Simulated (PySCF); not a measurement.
H3Al, charge -1, doublet, geometry from GFN2-xTB (such geometries of metal compounds can be far from the true shape) (a state made from the parent by changing its charge; the spin is typed, not shown lowest).

Input for PySCF:
```python
from pyscf import gto, scf, cc

mol = gto.Mole()
mol.atom = '''
    Al   -0.129721   -0.014469    0.058364
    H     1.191334   -0.376228    1.036755
    H     0.289656    1.517910   -0.497727
    H     0.205379   -0.953579   -1.297764
'''
mol.basis = '3-21g'
mol.charge = -1
mol.spin = 1
mol.verbose = 4
mol.build()

mf = scf.UHF(mol)
mf.kernel()

mycc = cc.CCSD(mf)
mycc.direct = True
mycc.kernel()
et = mycc.ccsd_t()
print('E(CCSD(T)) = %.10f' % (mycc.e_tot + et))
mf.analyze()
```

Problem. What does this run give for the total energy, number of basis functions, MP2 correlation energy, coupled-cluster correlation energy (without the perturbative part), SCF-reference HOMO energy, nuclear repulsion energy?

Solution. 
```json
{
 "total_energy": "-242.3351 Eh",
 "number_of_basis_functions": "19",
 "MP2 correlation energy": "-0.0482 Eh",
 "coupled-cluster correlation energy (without the perturbative part)": "-0.0671 Eh",
 "SCF-reference HOMO energy": "-1.62 eV",
 "nuclear_repulsion_energy": "12.8716 Eh"
}
```

These values belong to the state on which the SCF converged, which isn't shown to be the lowest.
